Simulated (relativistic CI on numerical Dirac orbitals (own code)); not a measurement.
# Sm4+: 4s photoemission

Computed with this model: Dirac-Coulomb-Breit CI, KLI orbitals optimised for each configuration, QED by a radiative potential, multiplet model of photoemission in the sudden approximation, unscaled Slater integrals; configurations [Xe] 4f4 → [Ar] 3d10 4s 4p6 4d10 4f4 5s2 5p6; 80 K; Lorentzian 3 eV and Gaussian 0.7 eV FWHM. Energies are those of the free ion, without screening or charge transfer. The energies are binding energies and can lie tens of eV above those of solids. Without intra-shell correlation the exchange splitting of an s hole comes out too large, often by half or more. S is read from ⟨S²⟩ = S(S + 1).

free ion: ground-state S = 1.98, centroid 418.02 eV. Peaks (eV, height): 414.4 (100), 423.2 (66).

Strongest unbroadened transitions for free ion:

```tsv
Energy (eV)	Relative strength
414.52	100.0
414.70	36.6
418.46	0.0
419.71	0.2
419.88	0.9
420.45	0.0
420.70	0.1
420.83	0.1
421.51	0.1
423.13	3.8
423.34	78.2
423.76	4.0
423.87	0.3
424.35	0.0
424.66	0.1
425.35	1.1
425.93	0.0
426.09	0.1
```
